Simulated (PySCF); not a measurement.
CHO₃, charge -1. Atoms are numbered in the order given.

```xyz
5

O      0.7858     0.9917     0.0000
C     -0.0663    -0.1490     0.0000
O     -1.2821     0.1348     0.0000
O      0.5265    -1.2298     0.0000
H      0.1565     1.7202     0.0000
```
Charge -1, spin multiplicity 1.

Coordinates come from a PBE0-D3(BJ)/def2-SVPD optimisation. One conformer was computed; it need not be the lowest.

All values below come from HF/pcSseg-2 (PySCF).

GIAO shieldings, no solvent; atoms listed in one row are averaged. δ = σ(ref) − σ: ¹⁷O against H2O (σ = 326.0 ppm); ¹³C against TMS (σ = 193.3 ppm); ¹H against TMS (σ = 31.98 ppm), references at their B3LYP-D3(BJ)/def2-TZVP geometries, non-relativistic.

| nucleus | atoms | count | δ (ppm) |
|---|---|---|---|
| ¹⁷O | O4 | 1 | 204.2 |
| ¹⁷O | O3 | 1 | 201.7 |
| ¹⁷O | O1 | 1 | 157.4 |
| ¹³C | C2 | 1 | 166.6 |
| ¹H | H5 | 1 | 3.52 |
